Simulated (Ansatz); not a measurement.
Conformers of `C[SiH](F)[SiH2]Cl`, each relaxed with PBE0-D4/def2-TZVP in Ansatz. CBS adds the triple-zeta coupled-cluster correction to the MP2 limit.

Not all of them had a frequency check.

Conformer A:

Cartesian coordinates in Å:
```
C -0.008 1.354 1.054
Si -0.173 -0.468 0.741
F -1.611 -0.974 1.259
Si 0.010 -0.959 -1.548
Cl 1.858 -0.224 -2.125
H -0.069 1.570 2.123
H -0.791 1.917 0.541
H 0.961 1.705 0.687
H 0.860 -1.232 1.490
H -0.016 -2.412 -1.851
H -1.022 -0.278 -2.372
```

Conformer B:

Z-matrix (Å, degrees):
```
C
Si 1 1.855
H 1 1.093 2 110.7
H 1 1.094 2 110.1 3 -119.6
H 1 1.092 2 110.8 3 120.7
F 2 1.607 1 109.3 3 -56.7
Si 2 2.349 1 111.3 3 -176.1
H 2 1.489 1 111.2 3 61.3
Cl 7 2.067 2 108.4 1 46.5
H 7 1.485 2 113.1 1 166.2
H 7 1.487 2 110.9 1 -71.3
```

Q: Which is lowest in electronic energy at CCSD(T)/CBS (frozen core, def2 sets), and by how much? (An estimate is asked.)

A: Computed: A; B lies 1.1 kJ/mol higher. Gaps under about 2 kJ/mol don't settle the order.

Q: Give the energies relative to A (kJ/mol) with ωB97X-V/def2-TZVPP, B2PLYP/def2-TZVPP, r2SCAN/def2-TZVPP, MP2/def2-TZVPP, CCSD/def2-TZVPP, MP2/def2-QZVPP, CCSD/CBS(def2). (An estimate is asked.)

A: Computed: 
| level | B |
| --- | --- |
| ωB97X-V/def2-TZVPP | 1.0 |
| B2PLYP/def2-TZVPP | 1.1 |
| r2SCAN/def2-TZVPP | 0.7 |
| MP2/def2-TZVPP | 1.1 |
| CCSD/def2-TZVPP | 1.0 |
| MP2/def2-QZVPP | 1.2 |
| CCSD/CBS(def2) | 1.1 |
